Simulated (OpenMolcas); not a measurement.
Ti2+: input and output

Ti2+ with 6 ligands (ammonia) in octahedral coordination (S6) at 2.28 Å. Ligand basis ANO-RCC-VDZP.

Input:

```
&GATEWAY
Coord
25

Ti 0.0 0.0 0.0
N 2.280000 0.000000 0.000000
H 2.662099 0.945728 0.000000
H 2.662099 -0.472864 0.819024
H 2.662099 -0.472864 -0.819024
N 0.000000 2.280000 0.000000
H 0.000000 2.662099 0.945728
H 0.819024 2.662099 -0.472864
H -0.819024 2.662099 -0.472864
N -2.280000 0.000000 0.000000
H -2.662099 -0.945728 0.000000
H -2.662099 0.472864 -0.819024
H -2.662099 0.472864 0.819024
N 0.000000 -2.280000 0.000000
H 0.000000 -2.662099 -0.945728
H -0.819024 -2.662099 0.472864
H 0.819024 -2.662099 0.472864
N 0.000000 0.000000 2.280000
H 0.945728 0.000000 2.662099
H -0.472864 0.819024 2.662099
H -0.472864 -0.819024 2.662099
N 0.000000 0.000000 -2.280000
H -0.945728 0.000000 -2.662099
H 0.472864 -0.819024 -2.662099
H 0.472864 0.819024 -2.662099
Basis=Ti.ANO-RCC-VDZP,H.ANO-RCC-VDZP,N.ANO-RCC-VDZP
Group=XYZ
NoMove
AngMom=0.0 0.0 0.0
AMFI
RICD
&SEWARD
* reference wave functions (RASSCF and RASSI steps not shown): 2 electrons in 5 orbitals (3d)
>>> COPY JOB001 $Project.JobIph
&CASPT2
Multistate=10 1 2 3 4 5 6 7 8 9 10
NoMult
Frozen=5 6
IPEA=0.25
Imaginary=0.1
MaxIter=60
WThr=0.0 0.3 0.05
PrWF=0.5
NoMix
>>> COPY JOB002 $Project.JobIph
&CASPT2
Multistate=15 1 2 3 4 5 6 7 8 9 10 11 12 13 14 15
NoMult
Frozen=5 6
IPEA=0.25
Imaginary=0.1
MaxIter=60
WThr=0.0 0.3 0.05
PrWF=0.5
NoMix
```

Launched by
```bash
OMP_NUM_THREADS=1 MOLCAS_MEM=2457 MOLCAS_PROJECT=a pymolcas a.inp > a.log  # once for each step of the input, in one work folder
```

Output, cut to the results:

```
--- CASPT2 ---
Orbital specifications:
      -----------------------

      Symmetry species                           1   2
                                                ag  au
      Frozen orbitals                            5   6
      Inactive orbitals                         13  15
      Active orbitals                            5   0
      Secondary orbitals                        79  85
      Deleted orbitals                           0   0
      Number of basis functions                102 106
Type of calculation                        SS-CASPT2
      Fock operator                              state-specific
      IPEA shift                                 0.25
      Real shift                                 0.00
      Imaginary shift                            0.10
      The input orbitals will be transformed to quasi-canonical
Reference energy:       -1189.9895722751
      E2 (Non-variational):      -1.4938216050
      Shift correction:          -0.0014169024
      E2 (Variational):          -1.4952385074
      Total energy:           -1191.4848107825
      Residual norm:              0.0000003077
      Reference weight:           0.70142
      Contributions to the CASPT2 correlation energy
      Active & Virtual Only:         -0.0067878242
      One Inactive Excited:          -0.1028975747
      Two Inactive Excited:          -1.3841362061
Reference energy:       -1189.9895722751
      E2 (Non-variational):      -1.4938175491
      Shift correction:          -0.0014168738
      E2 (Variational):          -1.4952344229
      Total energy:           -1191.4848066980
      Residual norm:              0.0000003072
      Reference weight:           0.70142
      Contributions to the CASPT2 correlation energy
      Active & Virtual Only:         -0.0067879331
      One Inactive Excited:          -0.1028933354
      Two Inactive Excited:          -1.3841362806
::    CASPT2 Root  1     Total energy:  -1191.48481078
::    CASPT2 Root  2     Total energy:  -1191.48480670
::    CASPT2 Root  3     Total energy:  -1191.48324546
::    CASPT2 Root  4     Total energy:  -1191.41886575
::    CASPT2 Root  5     Total energy:  -1191.41884138
::    CASPT2 Root  6     Total energy:  -1191.41876410
::    CASPT2 Root  7     Total energy:  -1191.38136543
::    CASPT2 Root  8     Total energy:  -1191.38156965
::    CASPT2 Root  9     Total energy:  -1191.38106876
::    CASPT2 Root 10     Total energy:  -1191.33984695
--- CASPT2 ---
Orbital specifications:
      -----------------------

      Symmetry species                           1   2
                                                ag  au
      Frozen orbitals                            5   6
      Inactive orbitals                         13  15
      Active orbitals                            5   0
      Secondary orbitals                        79  85
      Deleted orbitals                           0   0
      Number of basis functions                102 106
Type of calculation                        SS-CASPT2
      Fock operator                              state-specific
      IPEA shift                                 0.25
      Real shift                                 0.00
      Imaginary shift                            0.10
      The input orbitals will be transformed to quasi-canonical
Reference energy:       -1189.9395189981
      E2 (Non-variational):      -1.5063491168
      Shift correction:          -0.0014841009
      E2 (Variational):          -1.5078332177
      Total energy:           -1191.4473522158
      Residual norm:              0.0000002046
      Reference weight:           0.69816
      Contributions to the CASPT2 correlation energy
      Active & Virtual Only:         -0.0121332258
      One Inactive Excited:          -0.1056390330
      Two Inactive Excited:          -1.3885768581
Reference energy:       -1189.9388000433
      E2 (Non-variational):      -1.5060994221
      Shift correction:          -0.0014715076
      E2 (Variational):          -1.5075709297
      Total energy:           -1191.4463709730
      Residual norm:              0.0000002598
      Reference weight:           0.69838
      Contributions to the CASPT2 correlation energy
      Active & Virtual Only:         -0.0120765443
      One Inactive Excited:          -0.1055438222
      Two Inactive Excited:          -1.3884790557
::    CASPT2 Root  1     Total energy:  -1191.44735222
::    CASPT2 Root  2     Total energy:  -1191.44637097
::    CASPT2 Root  3     Total energy:  -1191.44632470
::    CASPT2 Root  4     Total energy:  -1191.44457880
::    CASPT2 Root  5     Total energy:  -1191.44458405
::    CASPT2 Root  6     Total energy:  -1191.40249092
::    CASPT2 Root  7     Total energy:  -1191.37293109
::    CASPT2 Root  8     Total energy:  -1191.37276935
::    CASPT2 Root  9     Total energy:  -1191.37310457
::    CASPT2 Root 10     Total energy:  -1191.36104761
::    CASPT2 Root 11     Total energy:  -1191.36109268
::    CASPT2 Root 12     Total energy:  -1191.36076412
::    CASPT2 Root 13     Total energy:  -1191.29069157
::    CASPT2 Root 14     Total energy:  -1191.29068119
::    CASPT2 Root 15     Total energy:  -1191.23748941
```

Spin-orbit levels above the lowest, with the averaged single-state CASPT2 energies on the diagonal:

```csv
E (cm-1),Degeneracy,2S+1,g
0,2,3,0.00 0.00 1.47
60,2,3,0.00 0.00 2.24
120,1,3,
150,1,3,
440,2,3,0.00 0.00 3.66
460,1,3,
8300,1,1,
8520,2,1,0.00 0.00 1.62
8910,2,1,0.00 0.00 2.53
14500,1,3,
14530,1,3,
14540,2,3,0.00 0.00 1.94
14580,2,3,0.00 0.00 4.97
14590,2,3,0.00 0.00 3.03
14600,1,3,
18140,1,1,
22680,1,3,
22710,1,3,
22740,2,3,0.00 0.00 1.94
22810,2,3,0.00 0.00 5.54
```

Roots that are degenerate in the reference are averaged as groups; the widest CASPT2 spread within a group is 45 cm-1 (the 2-fold group of multiplicity 3 near 22700 cm-1 above the lowest state of its run). Shifts and gaps below about the spread of the groups concerned are not significant. Over all roots computed the reference weight is 0.69 to 0.70; a low but even weight reflects the number of correlated electrons. An orbital doublet at a regular site is open to a Jahn-Teller distortion, which this geometry leaves out. Ligand-to-metal charge-transfer states are missing. With no ligand orbital active B as a rule stays too high, so bands that hang on it stand too high and its fall with covalency is understated. With one d shell and no ligand orbital active, 10Dq can be off by tens of per cent for divalent 3d ions, low with halides held by bare charges and at times high in hosts. No measured value stands beside these numbers; the geometry was imposed, not optimised, and the real ion may take another.

The CASPT2 steps took 4.8 min on 1 thread of Intel(R) Xeon(R) Platinum 8375C CPU @ 2.90GHz (Ice Lake), on a shared host; the integral step is not counted.

With an even number of electrons the g values are those of a degenerate or nearly degenerate non-Kramers pair.
